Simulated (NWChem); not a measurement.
Program: NWChem. System: C3F6, charge 1, spin multiplicity 2, at the geometry of a parent with another charge or spin, in a state set for the comparison that need not be this species' ground state. Its SCF solution wasn't tested for a lower state. Level: UPBE/def2-SVP.

The NWChem input:

```
start mol
memory heap 200 mb stack 900 mb global 1100 mb
charge 1
geometry units angstroms nocenter noautoz noautosym
  F      2.477524    -0.289571     0.756748
  C      1.383233     0.230975     0.261319
  F      1.570237     1.445240    -0.186876
  C      0.221240    -0.432308     0.232383
  F      0.164395    -1.672587     0.726672
  C     -1.094027     0.059726    -0.306301
  F     -2.020870     0.082952     0.662146
  F     -0.988759     1.289317    -0.817391
  F     -1.542825    -0.760946    -1.266233
end
basis spherical
  * library def2-svp
end
dft
  xc xpbe96 cpbe96
  odft
  mult 2
  semidirect memsize 60000000 filesize 0
  iterations 100
end
task dft energy
```

NWChem printed:

```
             Northwest Computational Chemistry Package (NWChem) 7.3.0
             --------------------------------------------------------

                                NWChem Input Module
                                -------------------

 Scaling coordinates for geometry "geometry" by  1.889725989
 (inverse scale =  0.529177249)

                             Geometry "geometry" -> ""
                             -------------------------

 Output coordinates in angstroms (scale by  1.889725989 to convert to a.u.)

  No.       Tag          Charge          X              Y              Z
 ---- ---------------- ---------- -------------- -------------- --------------
    1 F                    9.0000     2.47752400    -0.28957100     0.75674800
    2 C                    6.0000     1.38323300     0.23097500     0.26131900
    3 F                    9.0000     1.57023700     1.44524000    -0.18687600
    4 C                    6.0000     0.22124000    -0.43230800     0.23238300
    5 F                    9.0000     0.16439500    -1.67258700     0.72667200
    6 C                    6.0000    -1.09402700     0.05972600    -0.30630100
    7 F                    9.0000    -2.02087000     0.08295200     0.66214600
    8 F                    9.0000    -0.98875900     1.28931700    -0.81739100
    9 F                    9.0000    -1.54282500    -0.76094600    -1.26623300

 Effective nuclear repulsion energy (a.u.)     510.0974708693

            Nuclear Dipole moment (a.u.)
            ----------------------------
        X                 Y               Z
 ---------------- ---------------- ----------------
    -0.0000113384     0.0000056692     0.0000000000


 Summary of "ao basis" -> "" (spherical)
 ------------------------------------------------------------------------------
       Tag                 Description            Shells   Functions and Types
 ---------------- ------------------------------  ------  ---------------------
 *                          def2-svp                  on all atoms

  pbe96 is a nonlocal functional; adding pw91lda local functional.

                                 NWChem DFT Module
                                 -----------------

 Summary of "ao basis" -> "ao basis" (spherical)
 ------------------------------------------------------------------------------
       Tag                 Description            Shells   Functions and Types
 ---------------- ------------------------------  ------  ---------------------
 F                          def2-svp                 6       14   3s2p1d
 C                          def2-svp                 6       14   3s2p1d

 Summary of "ao basis" -> "ao basis" (spherical)
 ------------------------------------------------------------------------------
       Tag                 Description            Shells   Functions and Types
 ---------------- ------------------------------  ------  ---------------------
 F                          def2-svp                 6       14   3s2p1d
 C                          def2-svp                 6       14   3s2p1d

            General Information
            -------------------
          SCF calculation type: DFT
          Wavefunction type:  spin polarized.
          No. of atoms     :     9
          No. of electrons :    71
           Alpha electrons :    36
            Beta electrons :    35
          Charge           :     1
          Spin multiplicity:     2
          Use of symmetry is: off; symmetry adaption is: off
          Maximum number of iterations: 100
[...]
 Vector   36  Occ=0.000000D+00  E=-5.124521D-01
              MO Center=  7.1D-01, -2.1D-01,  2.7D-01, r^2= 2.5D+00
   Bfn.  Coefficient  Atom+Function         Bfn.  Coefficient  Atom+Function
  ----- ------------  ---------------      ----- ------------  ---------------
    48      0.375517  4 C  pz                20      0.344676  2 C  pz
    62      0.262651  5 F  pz                 6      0.220840  1 F  pz
    34      0.221585  3 F  pz                51      0.201797  4 C  pz
    65     -0.196229  5 F  pz                 9     -0.161051  1 F  pz
    37     -0.159478  3 F  pz                47      0.153868  4 C  py

 Vector   37  Occ=0.000000D+00  E=-3.161427D-01
              MO Center=  7.4D-01, -5.6D-02,  2.1D-01, r^2= 2.2D+00
   Bfn.  Coefficient  Atom+Function         Bfn.  Coefficient  Atom+Function
  ----- ------------  ---------------      ----- ------------  ---------------
    20      0.527778  2 C  pz                48     -0.429654  4 C  pz
    23      0.379915  2 C  pz                51     -0.346088  4 C  pz
    19      0.215473  2 C  py                 6      0.189373  1 F  pz
    34      0.185616  3 F  pz                47     -0.176719  4 C  py
    62     -0.157315  5 F  pz                22      0.155043  2 C  py

 Vector   38  Occ=0.000000D+00  E=-2.739531D-01
              MO Center=  5.5D-01, -3.3D-01,  2.8D-01, r^2= 2.4D+00
   Bfn.  Coefficient  Atom+Function         Bfn.  Coefficient  Atom+Function
  ----- ------------  ---------------      ----- ------------  ---------------
    50      0.452226  4 C  py                59      0.400192  5 F  s
    47      0.352071  4 C  py                61     -0.309013  5 F  py
    22      0.298473  2 C  py                19      0.289886  2 C  py
    64      0.272501  5 F  py                 3      0.239086  1 F  s
     4      0.221267  1 F  px                31     -0.201271  3 F  s

   alpha - beta orbital overlaps
   -----------------------------

   alpha      1      2      3      4      5      6      7      8      9     10
    beta      1      2      3      4      5      6      7      8      9     10
 overlap   1.000  1.000  1.000  1.000  1.000  1.000  1.000  1.000  1.000  1.000

   alpha     11     12     13     14     15     16     17     18     19     20
    beta     11     12     13     14     15     16     17     18     19     20
 overlap   0.986  0.980  0.977  1.000  1.000  1.000  1.000  1.000  0.999  0.998

   alpha     21     22     23     24     25     26     27     28     29     30
    beta     22     21     23     24     25     26     27     28     29     30
 overlap   0.989  0.999  0.911  0.921  0.990  1.000  1.000  0.996  0.996  0.996

   alpha     31     32     33     34     35     36     37     38     39     40
    beta     31     33     32     34     35     36     37     38     39     40
 overlap   0.995  0.787  0.738  0.930  0.997  0.985  0.998  1.000  0.998  0.964

   alpha     41     42     43     44     45     46     47     48     49     50
    beta     41     42     43     44     45     46     47     48     49     50
 overlap   0.963  0.999  0.999  0.999  0.999  0.999  0.989  0.985  0.989  0.999

   alpha     51     52     53     54     55     56     57     58     59     60
    beta     51     52     53     54     55     56     57     58     59     60
 overlap   1.000  0.993  0.992  0.997  0.996  0.998  0.999  0.989  0.995  0.990

   alpha     61     62     63     64     65     66     67     68     69     70
    beta     61     64     62     63     65     66     67     68     69     70
 overlap   0.999  0.737  0.994  0.738  1.000  1.000  1.000  0.999  0.999  0.986

   alpha     71     72     73     74     75     76     77     78     79     80
    beta     71     72     73     74     75     77     76     78     79     80
 overlap   0.987  0.996  0.992  0.996  0.999  0.789  0.793  0.995  0.997  0.989

   alpha     81     82     83     84     85     86     87     88     89     90
    beta     81     82     83     84     85     86     87     88     89     90
 overlap   0.997  0.998  0.998  0.993  0.897  0.897  0.994  0.993  0.993  0.997

   alpha     91     92     93     94     95     96     97     98     99    100
    beta     91     92     93     94     95     96     97     98     99    100
 overlap   0.992  0.994  0.998  0.998  0.999  1.000  1.000  1.000  1.000  1.000

   alpha    101    102    103    104    105    106    107    108    109    110
    beta    101    102    103    104    105    106    107    108    109    110
 overlap   0.999  1.000  0.995  0.981  0.981  0.997  0.999  0.974  0.974  1.000

   alpha    111    112    113    114    115    116    117    118    119    120
    beta    111    113    112    114    115    116    117    118    119    120
 overlap   0.994  0.994  1.000  0.999  1.000  1.000  1.000  1.000  1.000  1.000

   alpha    121    122    123    124    125    126
    beta    121    122    123    124    125    126
 overlap   1.000  1.000  1.000  1.000  1.000  1.000

     --------------------------
     Expectation value of S2:
     --------------------------
      <S2> =      0.7513 (Exact =     0.7500)

 center of mass
 --------------
 x =  -0.00428070 y =   0.00118758 z =  -0.00157152

 moments of inertia (a.u.)
 ------------------
         770.334957699244         -75.216619693765        -244.035566074010
         -75.216619693765        1495.978910893791         120.555025240628
        -244.035566074010         120.555025240628        1725.993396781158

     Multipole analysis of the density
     ---------------------------------

     L   x y z        total         alpha         beta         nuclear
     -   - - -        -----         -----         ----         -------
     0   0 0 0      1.000000    -36.000000    -35.000000     72.000000

     1   1 0 0      1.378563      0.049441      1.329133     -0.000011
     1   0 1 0     -0.114533      0.175901     -0.290440      0.000006
     1   0 0 1      0.401862     -0.061142      0.463004      0.000000

     2   2 0 0    -25.623701   -307.663570   -302.218502    584.258371
     2   1 1 0      0.674798    -17.758576    -17.376668     35.810042
     2   1 0 1      1.045244    -58.115114    -57.287871    116.448228
     2   0 2 0    -30.081528   -135.137237   -132.163737    237.219447
     2   0 1 1     -0.109020     28.774693     28.291996    -57.175709
     2   0 0 2    -30.466592    -80.319178    -78.372343    128.224929

 Task  times  cpu:       14.4s     wall:       14.4s

 Total times  cpu:       14.5s     wall:       14.5s
```
